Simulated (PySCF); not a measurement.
## Rh: ionisation energy

Rh [Kr] 4d8 5s1 (4F) → Rh+ [Kr] 4d8 (3F), as a difference of total energies. Computed with PySCF 2.14 in cc-pVTZ-PP with ECP28MDF (5s5p4d2f1g, 63 functions), with scalar relativity through the core potential. Correlated levels: valence: 4s2 4p6 frozen. The calculations carry no spin-orbit coupling.

```tsv
method	ionisation energy (eV)	error (eV)
UHF	6.312	-1.167
LDA	8.216	+0.737
TPSS	7.714	+0.235
MP2 (valence)	7.201	-0.278
SCS-MP2 (valence)	6.983	-0.496
```

Reference: 7.479 eV (measured; NIST levels, between the centres of gravity of the two terms).

Errors of the correlated levels include the incompleteness of this basis and the frozen core.
